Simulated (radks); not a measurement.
Problem. Species: Tb II. Configuration: [Xe] 4f8.5 6s1 6p0.5 (fractional occupations, a model configuration). Method: scalar-relativistic Kohn-Sham, PBEsol, spin-polarised, spherical densities, point nucleus; open shells are filled with parallel spins first (spin-orbit coupling, left out, can overturn this in heavy ions); computed with a radial shooting solver on a logarithmic mesh with Libxc functionals. Some entries of the table are withheld. Estimate them.

orbital,occ.,eigenvalue (eV),<r> (bohr)
1s up,1,-51851.38,0.02151
1s down,1,-51851.37,0.02151
2s up,1,-8604.564,0.09152
2s down,1,-8604.496,0.09152
2p up,3,-7647.659,0.08090
2p down,3,-7647.607,0.08090
3s up,1,-1917.824,0.2395
3s down,1,-1915.683,0.2394
3p up,3,-1622.781,0.2383
3p down,3,-1620.650,0.2381
3d up,5,-1238.054,0.2167
3d down,5,-1236.411,0.2165
4s up,1,-390.3966,0.5414
4s down,1,-385.6424,0.5414
4p up,3,-293.2025,0.5735
4p down,3,-288.4910,0.5736
4d up,5,-159.8483,0.6228
4d down,5,-155.1922,0.6237
5s up,1,-58.4629,1.308
5s down,1,-55.9733,1.324
5p up,3,-35.1149,1.535
5p down,3,-33.2062,1.556
4f up,7,-15.4866,(1)
4f down,1.5,-11.3600,(2)
6s up,1,-10.4361,3.565
6s down,0,-8.9615,3.544
6p up,0.5,(3),4.453

Solution. 
(1) 4f up <r> (bohr): 0.8514
(2) 4f down <r> (bohr): 0.8912
(3) 6p up eigenvalue (eV): -6.6467
